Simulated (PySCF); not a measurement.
Bi(F)(TeH)2 (BiFH2Te2), SMILES [F][Bi]([TeH])[TeH]. Coordinates come from a PBE-D3(BJ)/def2-SVP optimisation. The structure was generated by enumeration; whether it is a known compound was not checked. The def2 effective core potentials stand for the cores of Bi, Te; spin–orbit coupling is left out.

Computed equilibrium geometry at PBE-D3(BJ)/def2-SVP (PySCF confirms it by a frequency run) as bond lengths and angles:
Atoms: Bi1 F2 Te3 H4 Te5 H6. Bond lengths (Å): Bi1–F2 2.078, Bi1–Te3 2.898, Bi1–Te5 2.875, Te3–H4 1.682, Te5–H6 1.686. Angles (°): F2–Bi1–Te3 102.7, F2–Bi1–Te5 100.2, Te3–Bi1–Te5 91.5, Bi1–Te3–H4 91.9, Bi1–Te5–H6 90.8.
